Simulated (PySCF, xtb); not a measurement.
Te(Cl)(SiH3) (ClH3SiTe), SMILES [SiH3][Te]Cl.

Coordinates come from a PBE0-D3(BJ)/def2-SVP optimisation. The def2 effective core potentials stand for the cores of Te; spin–orbit coupling is left out.

Method: PySCF 2.14.0 with IEF-PCM-ωB97X/def2-SVP.

The values are the electrostatic part of the solvation free energy, E(continuum) − E(gas) at the gas-phase geometry, in a cavity of scaled van der Waals radii (PySCF's table); cavitation and dispersion terms are not included. In vacuum the orbital gap is 8.13 eV. The dipole moment in vacuum is 2.41 D.

Question: Estimate the values in water (ε = 78.36), ethylethanoate (ε = 5.99), acetone (ε = 20.49). (An estimate is asked for; the answer gives what the named calculation found.)

Answer: 
| solvent | ε | ΔG(elec) (kcal/mol) | dipole (D) | gap (eV) |
|---|---|---|---|---|
| water | 78.36 | -2.8 | 3.33 | 8.23 |
| ethylethanoate | 5.99 | -2.1 | 3.10 | 8.20 |
| acetone | 20.49 | -2.6 | 3.27 | 8.22 |

For comparison, GFN2-xTB/ALPB(water) (xtb, at the GFN2-xTB geometry, all terms of that model) gives -1.9 kcal/mol.
